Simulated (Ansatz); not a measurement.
An input meant for Ti₂Al⁻ (charge -1, singlet).

```yaml
crystal:
  periodic: [false, false, false]
  atoms:
    - {symbol: Ti, position_ang: [0.020828, 0.801540, 0.107233]}
    - {symbol: Ti, position_ang: [-0.110268, -0.240992, -0.900985]}
    - {symbol: Al, position_ang: [0.107819, -0.694137, 0.680359]}
basis:
  gaussian: {orbitals: def2-TZVP}
total_charge: -1
hamiltonian: {xc: {name: PBE0}}
scf: {lower_state_search: light}
output: {forces: true}
```

```sh
$ ansatz run in.yaml --threads 4 --pin off --events-out ev --progress --plain --max-ram 3916MiB
```

Shortened log:

```
Functional definition: PBE0
1030 factors; integrals over basis functions are off by at most 5.5e-4 eV
mean field evaluation 1: about -52735.4999 eV, gradient 1.6e2 eV
mean field evaluation 2: about -52373.8591 eV, gradient 3.8e2 eV
mean field evaluation 4: about -52746.2297 eV, gradient 1.3e2 eV
mean field evaluation 8: about -52789.8886 eV, gradient 7.0e0 eV
mean field evaluation 16: about -52790.1160 eV, gradient 1.8e-1 eV
mean field evaluation 32: about -52790.1168 eV, gradient 2.1e-4 eV
mean field evaluation 64: about -52788.5209 eV, gradient 1.5e1 eV
mean field -52790.11678209 eV, -1940.0010093155 hartree, gradient 2.0e-5 eV, S^2 0.000000; 5 other end points of the search recorded, 0 dependent functions left out
reference -52790.11680136 eV, -1940.0010100238 hartree; 29, 29 occupied and 98, 98 virtual orbitals, 1030 factors
Total energy: -52790.11680136 eV, -1940.0010100238 hartree
Atom 0 at     0.020828     0.801540     0.107233 Å, force     1.774399    44.878335    14.995131 eV/Å
Atom 1 at    -0.110268    -0.240992    -0.900985 Å, force    -5.899798   -17.811583   -44.097526 eV/Å
Atom 2 at     0.107819    -0.694137     0.680359 Å, force     4.125399   -27.066752    29.102395 eV/Å
Dipole moment:    -0.134608     0.187255    -0.980091 e Å
```

Problem. Something in this input is off. What?

Solution. The geometry is squeezed to about two thirds of its size. The run converged. The result belongs to that input, not to the species as meant. The highest occupied level of an anion often lies above zero with these methods, and sets without diffuse functions describe the outer electron poorly. The restricted singlet is unstable towards broken spin symmetry at other levels; at RKS PBE0/def2-TZVP this wasn't settled.
